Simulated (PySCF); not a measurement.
AlF₂H₃O₂Si, SMILES F[SiH]([Al]([OH])[OH])F. Atoms are numbered in the order given.

```xyz
9

Si    -1.2367    -0.2965     0.0263
F     -1.8291     0.5906     1.2569
F     -1.8332     0.3477    -1.3458
Al     1.1721    -0.1182     0.0114
O      2.0453    -1.5747     0.0463
O      1.8471     1.4355    -0.0305
H     -1.8329    -1.6532     0.1529
H      2.9857    -1.7585     0.0459
H      2.7447     1.7686    -0.0410
```
Charge 0, spin multiplicity 1.

The structure is a stationary point at ωB97X-D3(BJ)/def2-SVP. The structure was generated by enumeration; whether it is a known compound was not checked. One conformer was computed; it need not be the lowest.

Level of theory: IEF-PCM-B3LYP/def2-SVP (PySCF).

The values are the electrostatic part of the solvation free energy, E(continuum) − E(gas) at the gas-phase geometry, in a cavity of scaled van der Waals radii (PySCF's table); cavitation and dispersion terms are not included. A continuum can't describe solvent molecules that bind to the metal. In vacuum the orbital gap is 6.75 eV. The dipole moment in vacuum is 4.30 D.

```
solvent              ε  ΔG(elec) (kcal/mol)  dipole (D)  gap (eV)
---------------  -----  -------------------  ----------  --------
water            78.36                -10.2        5.09      6.97
chlorobenzene     5.70                 -7.7        4.90      6.92
dichloromethane   8.93                 -8.6        4.97      6.94
```
